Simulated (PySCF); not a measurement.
Ligand exchange on a metal centre used in film growth or etching (Cd F-OH). Isolated molecules, 0 K electronic values unless said otherwise. One relaxed conformer stands for each flexible species; it need not be the lowest.

The HOMO from two functionals at the same geometries (r2SCAN-D4/def2-SVP), both in PySCF: PBE-D3(BJ)/def2-TZVP and B3LYP-D3(BJ)/def2-TZVP. B3LYP has the VWN-RPA correlation part, as in Gaussian. 

```
species                                PBE-D3(BJ)/def2-TZVP (eV)  B3LYP-D3(BJ)/def2-TZVP (eV)
-------------------------------------  -------------------------  ---------------------------
0 of 2 F replaced by OH ([Cd(F)2])                         -8.16                        -9.82
1 of 2 F replaced by OH ([Cd(F)(OH)])                      -6.84                        -8.26
2 of 2 F replaced by OH ([Cd(OH)2])                        -6.43                        -7.82
```

Over these rows, drawn at random from the members with no instability flagged (it was tested for open shells, ions and some series alone), PBE minus B3LYP-D3(BJ): mean +1.49 eV, from +1.39 eV to +1.66 eV.
